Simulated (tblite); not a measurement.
A geometry optimisation, step by step.

Compound: C3H5BrO3Si.
Numbering: `[O:1]=[C:2]1[O:3][CH2:4][C@@H:5]([SiH2:6][Br:7])[O:8]1` (hydrogens: H9, H10 on C4; H11 on C5; H12, H13 on Si6)

Computed with GFN2-xTB (tblite), gas phase: L-BFGS steps from a force-field or distance-geometry start until the largest atomic force falls under 0.01 eV/Å. 8 of its 72 geometries are shown.

Step 0: E = -736.1753 eV, largest atomic force 3.863 eV/Å
```
atom  x, y, z in Å  |  force x, y, z in eV/Å
O1      2.917   -1.190    0.501   -3.142   2.128  -0.720
C2      1.920   -0.502    0.263    2.473  -1.766   1.049
O3      1.618    0.017   -0.941   -0.281   0.039   0.587
C4      0.530    0.927   -0.747    0.358  -0.268  -0.099
C5     -0.140    0.387    0.510    0.238   0.884   0.207
Si6    -1.605   -0.766    0.209   -0.279  -1.536   0.349
Br7    -3.241    0.398   -0.734    0.328  -0.085   0.123
O8      0.984   -0.174    1.206    0.113  -0.586  -1.038
H9     -0.099    0.959   -1.627   -0.059  -0.128  -0.260
H10     0.953    1.915   -0.568    0.075   0.285  -0.060
H11    -0.517    1.226    1.098    0.141   0.142   0.278
H12    -1.220   -1.879   -0.695   -0.170   0.490   0.187
H13    -2.103   -1.318    1.506    0.204   0.398  -0.603
```

Step 10: E = -736.4624 eV, largest atomic force 0.173 eV/Å
```
atom  x, y, z in Å  |  force x, y, z in eV/Å
O1      2.850   -1.165    0.516   -0.096  -0.058  -0.062
C2      1.882   -0.526    0.276    0.093   0.058   0.052
O3      1.611    0.050   -0.911    0.099  -0.029  -0.027
C4      0.529    0.951   -0.757    0.096  -0.029  -0.060
C5     -0.157    0.436    0.512   -0.075  -0.035  -0.013
Si6    -1.568   -0.828    0.236   -0.111  -0.062  -0.019
Br7    -3.167    0.374   -0.712    0.016  -0.019  -0.009
O8      0.903   -0.277    1.159   -0.047  -0.042   0.010
H9     -0.083    0.930   -1.661   -0.037  -0.053   0.035
H10     0.942    1.959   -0.629   -0.079   0.064  -0.002
H11    -0.455    1.258    1.164   -0.001   0.054   0.074
H12    -1.204   -1.865   -0.725    0.031   0.127   0.114
H13    -2.087   -1.297    1.514    0.112   0.025  -0.094
```

Step 20: E = -736.4832 eV, largest atomic force 0.077 eV/Å
```
atom  x, y, z in Å  |  force x, y, z in eV/Å
O1      2.804   -1.230    0.508    0.019  -0.059  -0.045
C2      1.866   -0.543    0.278    0.026   0.051   0.036
O3      1.658    0.115   -0.876    0.022  -0.010  -0.001
C4      0.527    0.958   -0.759    0.019  -0.016   0.013
C5     -0.161    0.450    0.515   -0.026   0.000  -0.001
Si6    -1.577   -0.798    0.236   -0.038   0.012  -0.023
Br7    -3.181    0.371   -0.738    0.018  -0.051   0.033
O8      0.862   -0.330    1.141   -0.005   0.030   0.019
H9     -0.083    0.860   -1.661    0.029   0.014   0.012
H10     0.871    1.995   -0.666   -0.033   0.015  -0.031
H11    -0.420    1.269    1.190    0.023   0.007   0.005
H12    -1.145   -1.817   -0.705   -0.001  -0.001  -0.039
H13    -2.026   -1.299    1.519   -0.052   0.007   0.022
```

Step 30: E = -736.4865 eV, largest atomic force 0.010 eV/Å
```
atom  x, y, z in Å  |  force x, y, z in eV/Å
O1      2.791   -1.258    0.494    0.008   0.001   0.000
C2      1.871   -0.544    0.281    0.005   0.004   0.002
O3      1.679    0.138   -0.862   -0.001   0.002   0.002
C4      0.531    0.959   -0.757    0.000   0.002   0.003
C5     -0.157    0.452    0.519   -0.001   0.004  -0.005
Si6    -1.575   -0.797    0.239   -0.004   0.006  -0.002
Br7    -3.192    0.351   -0.733   -0.007   0.004   0.004
O8      0.868   -0.327    1.145   -0.004  -0.005  -0.008
H9     -0.071    0.839   -1.662    0.006  -0.005   0.004
H10     0.846    2.006   -0.680    0.003   0.001  -0.003
H11    -0.411    1.274    1.195    0.002  -0.002  -0.001
H12    -1.140   -1.802   -0.716    0.001  -0.008   0.001
H13    -2.044   -1.292    1.518   -0.007  -0.003   0.002
```

Step 41: E = -736.4868 eV, largest atomic force 0.017 eV/Å
```
atom  x, y, z in Å  |  force x, y, z in eV/Å
O1      2.798   -1.252    0.495   -0.001   0.002   0.007
C2      1.875   -0.542    0.281    0.010  -0.002  -0.002
O3      1.687    0.146   -0.858   -0.001  -0.003   0.000
C4      0.533    0.959   -0.758    0.002   0.004  -0.001
C5     -0.157    0.450    0.517    0.000   0.000  -0.004
Si6    -1.580   -0.793    0.238    0.004  -0.015   0.007
Br7    -3.201    0.353   -0.725   -0.005   0.010  -0.008
O8      0.865   -0.337    1.140    0.003   0.000  -0.009
H9     -0.064    0.834   -1.665    0.000  -0.008   0.005
H10     0.842    2.008   -0.683   -0.007   0.006   0.004
H11    -0.406    1.270    1.195    0.000  -0.001   0.001
H12    -1.143   -1.803   -0.711   -0.007   0.003  -0.007
H13    -2.053   -1.291    1.515    0.002   0.004   0.007
```

Step 51: E = -736.4872 eV, largest atomic force 0.024 eV/Å
```
atom  x, y, z in Å  |  force x, y, z in eV/Å
O1      2.820   -1.233    0.503   -0.004   0.001   0.000
C2      1.889   -0.535    0.283    0.015  -0.005   0.005
O3      1.709    0.168   -0.848   -0.009  -0.006   0.010
C4      0.536    0.955   -0.760   -0.003   0.004  -0.006
C5     -0.156    0.436    0.511    0.002   0.005   0.005
Si6    -1.593   -0.792    0.239    0.017  -0.017   0.003
Br7    -3.208    0.367   -0.718   -0.009   0.015  -0.007
O8      0.861   -0.360    1.128    0.007   0.001  -0.005
H9     -0.051    0.812   -1.671   -0.001  -0.004  -0.006
H10     0.821    2.010   -0.685   -0.008   0.003  -0.006
H11    -0.398    1.254    1.194   -0.003   0.006   0.015
H12    -1.171   -1.802   -0.718   -0.009  -0.003   0.006
H13    -2.063   -1.280    1.522    0.004   0.001  -0.015
```

Step 61: E = -736.4876 eV, largest atomic force 0.013 eV/Å
```
atom  x, y, z in Å  |  force x, y, z in eV/Å
O1      2.838   -1.218    0.509    0.002   0.003  -0.002
C2      1.901   -0.527    0.286    0.005  -0.007   0.001
O3      1.726    0.189   -0.837    0.001   0.000   0.008
C4      0.536    0.950   -0.761    0.002  -0.002  -0.008
C5     -0.153    0.426    0.510    0.001   0.003   0.002
Si6    -1.601   -0.790    0.236    0.003  -0.011   0.007
Br7    -3.209    0.388   -0.712    0.001   0.010  -0.002
O8      0.861   -0.377    1.121    0.003  -0.002  -0.006
H9     -0.041    0.786   -1.675   -0.007   0.000  -0.003
H10     0.796    2.013   -0.695   -0.004  -0.005   0.001
H11    -0.390    1.241    1.200   -0.006   0.011   0.002
H12    -1.200   -1.807   -0.722    0.005   0.005   0.000
H13    -2.069   -1.274    1.520   -0.006  -0.005   0.000
```

Step 71: E = -736.4878 eV, largest atomic force 0.009 eV/Å
```
atom  x, y, z in Å  |  force x, y, z in eV/Å
O1      2.853   -1.204    0.512    0.002   0.003   0.000
C2      1.911   -0.520    0.289   -0.001  -0.003   0.002
O3      1.739    0.205   -0.828   -0.006   0.002   0.006
C4      0.534    0.944   -0.762    0.001   0.000  -0.005
C5     -0.152    0.417    0.511    0.002   0.003  -0.001
Si6    -1.607   -0.790    0.238   -0.004   0.003  -0.003
Br7    -3.200    0.414   -0.705   -0.001  -0.001   0.000
O8      0.863   -0.389    1.116    0.004   0.002  -0.003
H9     -0.037    0.762   -1.677   -0.003  -0.002  -0.001
H10     0.773    2.011   -0.704    0.001  -0.006   0.001
H11    -0.384    1.233    1.201    0.001  -0.002   0.006
H12    -1.215   -1.805   -0.725    0.005   0.002  -0.004
H13    -2.084   -1.278    1.517   -0.002   0.002   0.002
```

Q: Summarise the path.

A: The energy falls by 30.15 kJ/mol from step 0 to step 71; nine tenths of that is first reached at step 9. It falls at every step. The largest force goes from 3.863 to 0.009 eV/Å. Among the bonds O1=C2 changes most, from 1.234 to 1.185 Å; the atoms move by 0.148 Å rms after alignment.

Q: Follow the three bonds and two angles with the largest change from start to end.

A: 
| step | E above end (kJ/mol) | largest force (eV/Å) | O1=C2 (Å) | Si6–H13 (Å) | Si6–H12 (Å) | Si6–C5–O8 (°) | Si6–C5–H11 (°) |
| --- | --- | --- | --- | --- | --- | --- | --- |
| 0 | 30.15 | 3.863 | 1.234 | 1.496 | 1.484 | 116.5 | 106.7 |
| 3 | 10.64 | 0.470 | 1.187 | 1.453 | 1.451 | 113.8 | 107.5 |
| 6 | 3.80 | 0.199 | 1.182 | 1.443 | 1.445 | 107.5 | 111.6 |
| 9 | 2.83 | 0.158 | 1.185 | 1.456 | 1.459 | 106.7 | 112.1 |
| 12 | 1.75 | 0.148 | 1.184 | 1.452 | 1.456 | 105.5 | 113.4 |
| 15 | 1.06 | 0.127 | 1.185 | 1.450 | 1.452 | 104.7 | 113.8 |
| 19 | 0.51 | 0.062 | 1.185 | 1.450 | 1.453 | 103.8 | 113.8 |
| 22 | 0.29 | 0.067 | 1.184 | 1.448 | 1.452 | 104.0 | 114.2 |
| 25 | 0.16 | 0.040 | 1.185 | 1.451 | 1.455 | 103.9 | 114.4 |
| 28 | 0.13 | 0.022 | 1.185 | 1.450 | 1.454 | 103.8 | 114.3 |
| 31 | 0.12 | 0.012 | 1.185 | 1.450 | 1.453 | 103.9 | 114.2 |
| 34 | 0.11 | 0.017 | 1.185 | 1.450 | 1.454 | 103.8 | 114.1 |
| 37 | 0.11 | 0.013 | 1.185 | 1.450 | 1.453 | 103.7 | 114.2 |
| 40 | 0.10 | 0.014 | 1.185 | 1.450 | 1.453 | 103.8 | 114.2 |
| 43 | 0.09 | 0.014 | 1.185 | 1.450 | 1.454 | 103.7 | 114.2 |
| 46 | 0.08 | 0.017 | 1.185 | 1.450 | 1.453 | 103.7 | 114.2 |
| 49 | 0.07 | 0.024 | 1.185 | 1.451 | 1.454 | 103.8 | 114.0 |
| 52 | 0.05 | 0.017 | 1.185 | 1.450 | 1.453 | 103.7 | 113.8 |
| 56 | 0.03 | 0.021 | 1.185 | 1.450 | 1.453 | 103.7 | 113.7 |
| 59 | 0.03 | 0.013 | 1.185 | 1.450 | 1.454 | 103.9 | 113.6 |
| 62 | 0.02 | 0.017 | 1.185 | 1.450 | 1.453 | 104.0 | 113.7 |
| 65 | 0.01 | 0.016 | 1.185 | 1.450 | 1.453 | 104.0 | 113.7 |
| 68 | 0.00 | 0.013 | 1.185 | 1.450 | 1.454 | 104.1 | 113.6 |
| 71 | 0.00 | 0.009 | 1.185 | 1.450 | 1.453 | 104.2 | 113.6 |

The cost below is that of the whole relaxation. On one thread, Arm Neoverse N1 (aarch64), no GPU, shared host, this took 0.85 s.
